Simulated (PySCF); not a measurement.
Boron: a sound run and one with changed settings

Sound run: B⁺ [He] 2s2, B²⁺ [He] 2s1. All numbers are calculated (PySCF 2.14, scalar relativity by spin-free X2C-1e, in cc-pVTZ-DK (4s3p2d1f, 30 functions)). In the sound run the correlated levels freeze 1s2. The sound run starts from symmetry-adapted Hartree-Fock orbitals and uses a fine grid where one is needed.

Changed run: all electrons correlated in a basis built for the valence shell.

| species | method | sound run (hartree) | changed run (hartree) | converged |
| --- | --- | --- | --- | --- |
| B⁺ | MP2 | -24.27940 | -24.28617 | yes |
| B⁺ | CCSD(T) | -24.30326 | -24.30982 | yes |
| B²⁺ | MP2 | n/a | -23.38811 | yes |
| B²⁺ | CCSD(T) | n/a | -23.38858 | yes |

Ionisation energy of B⁺:

```tsv
method	sound run (eV)	changed run (eV)
UHF	23.445	23.445
MP2	24.421	24.438
SCS-MP2	24.617	24.631
CCSD	25.071	25.061
CCSD(T)	25.071	25.068
```

A valence basis has no tight correlating functions, so it recovers only part of the core correlation, and not evenly between atom and ion.

For comparison, NIST gives 25.155 eV between the lowest levels.
